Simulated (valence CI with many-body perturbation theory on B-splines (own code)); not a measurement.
**Sc XV: E2, M1 decay**

Method: relativistic CI+MBPT: five valence electrons over a frozen Dirac-Fock core [He], radial functions for each j: 11 s, 11 p, 10 d, 8 f, 5 g, 2 h, with the one-electron correlation potential Σ1 (screened to all orders), the two-electron term Σ2, the three-electron term Σ3, Breit, model QED; selected single and double excitations, second order for the rest, scaled by the run's own slope (own B-spline code, finite nucleus).

No measured spectrum was set against this ion. As an estimate, levels of excited configurations hold to 0.05 to 0.15 % of their energy, terms of the ground configuration to about 0.5 %. Among the levels kept, up to 5500 cm⁻¹ of a level comes from second order outside the variational space, and about a tenth of that is noise between levels of different J, which matters for small intervals.

Lines 1 to 29 of 29 in falling wavelength, among levels below 5393.3 × 10³ cm⁻¹, chosen from the decays that carry over 1 % of a level's rate. Wavelengths and rates use the calculated energies, so an error of 500 cm⁻¹ moves a line at 135.6 nm by 0.68 % and its rate by three times that or more. Electric multipoles are in the length gauge, E1 and E2 with the static RPA response of the core. Weak lines are less certain than strong ones. Lines between different terms over intervals too small for the method are left out, as are lines whose strength nearly cancels. The highest levels of a list are the least certain.

Names give the largest LS component (configuration and term), which can be under half, so a name can repeat, a term be missing and a line seem to break the LS rules; names also repeat where a configuration has a term twice. Letters in brackets count levels of one name in rising energy.

| λ vac (nm) | Upper | Lower | Type | A (s⁻¹) | Branch % |
| --- | --- | --- | --- | --- | --- |
| 932.6 | 2s²2p³ ²D°_5/2 | 2s²2p³ ²D°_3/2 | M1 | 1.15e+01 | 25.4 |
| 135.6 | 2s²2p³ ²P°_1/2 | 2s²2p³ ²D°_3/2 | M1 | 9.43e+02 | 25.2 |
| 127.2 | 2s²2p³ ²P°_3/2 | 2s²2p³ ²D°_5/2 | M1 | 1.09e+03 | 12.5 |
| 112.0 | 2s²2p³ ²P°_3/2 | 2s²2p³ ²D°_3/2 | M1 | 2.66e+03 | 30.6 |
| 89.75 | 2s²2p³ ²D°_3/2 | 2s²2p³ ⁴S°_3/2 | M1 | 9.78e+02 | 100.0 |
| 81.87 | 2s²2p³ ²D°_5/2 | 2s²2p³ ⁴S°_3/2 | M1 | 3.34e+01 | 73.8 |
| 54.00 | 2s²2p³ ²P°_1/2 | 2s²2p³ ⁴S°_3/2 | M1 | 2.80e+03 | 74.8 |
| 49.82 | 2s²2p³ ²P°_3/2 | 2s²2p³ ⁴S°_3/2 | M1 | 4.94e+03 | 56.6 |
| 2.336 | 2s²2p²3p ⁴D°_1/2 [a] | 2s²2p³ ²D°_5/2 | E2 | 1.16e+08 | 1.8 |
| 2.330 | 2s²2p²3p ⁴D°_1/2 [a] | 2s²2p³ ²D°_3/2 | E2 | 2.28e+08 | 3.5 |
| 2.327 | 2s²2p²3p ⁴D°_1/2 [b] | 2s²2p³ ²D°_5/2 | E2 | 2.05e+08 | 5.9 |
| 2.321 | 2s²2p²3p ⁴D°_1/2 [b] | 2s²2p³ ²D°_3/2 | E2 | 1.29e+08 | 3.7 |
| 2.303 | 2s²2p²3p ²D°_3/2 [a] | 2s²2p³ ²D°_5/2 | E2 | 1.46e+08 | 1.2 |
| 2.302 | 2s²2p²3p ²F°_5/2 | 2s²2p³ ²P°_3/2 | E2 | 1.79e+08 | 1.4 |
| 2.297 | 2s²2p²3p ²D°_3/2 [a] | 2s²2p³ ²D°_3/2 | E2 | 3.60e+08 | 2.9 |
| 2.288 | 2s²2p²3p ²D°_5/2 [a] | 2s²2p³ ²D°_5/2 | E2 | 3.43e+08 | 2.9 |
| 2.282 | 2s²2p²3p ²P°_1/2 [a] | 2s²2p³ ²D°_5/2 | E2 | 2.78e+08 | 1.2 |
| 2.276 | 2s2p³3p ⁴F_7/2 | 2s2p⁴ ⁴P_3/2 | E2 | 1.90e+08 | 2.6 |
| 2.271 | 2s²2p²3p ⁴D°_1/2 [a] | 2s²2p³ ⁴S°_3/2 | E2 | 1.78e+08 | 2.7 |
| 2.263 | 2s²2p²3p ⁴D°_1/2 [b] | 2s²2p³ ⁴S°_3/2 | E2 | 1.71e+08 | 4.9 |
| 2.262 | 2s²2p²3p ⁴D°_3/2 | 2s²2p³ ⁴S°_3/2 | E2 | 3.01e+08 | 4.1 |
| 2.261 | 2s2p³3p ⁴F_9/2 | 2s2p⁴ ⁴P_5/2 | E2 | 3.63e+08 | 5.9 |
| 2.257 | 2s²2p²3p ²F°_7/2 | 2s²2p³ ²D°_5/2 | E2 | 2.94e+08 | 2.3 |
| 2.255 | 2s²2p²3p ²F°_5/2 | 2s²2p³ ²D°_3/2 | E2 | 2.29e+08 | 1.8 |
| 2.253 | 2s²2p²3p ⁴D°_5/2 | 2s²2p³ ⁴S°_3/2 | E2 | 3.09e+08 | 5.9 |
| 2.243 | 2s²2p²3p ⁴D°_7/2 | 2s²2p³ ⁴S°_3/2 | E2 | 3.38e+08 | 9.6 |
| 1.977 | 2s2p³3d ²G°_9/2 | 2s²2p³ ²D°_5/2 | E2 | 2.17e+09 | 32.2 |
| 1.973 | 2s2p³3d ²G°_7/2 | 2s²2p³ ²D°_3/2 | E2 | 2.06e+09 | 1.2 |
| 1.953 | 2s2p³3d ⁴F°_9/2 [b] | 2s²2p³ ²D°_5/2 | E2 | 2.08e+08 | 2.1 |
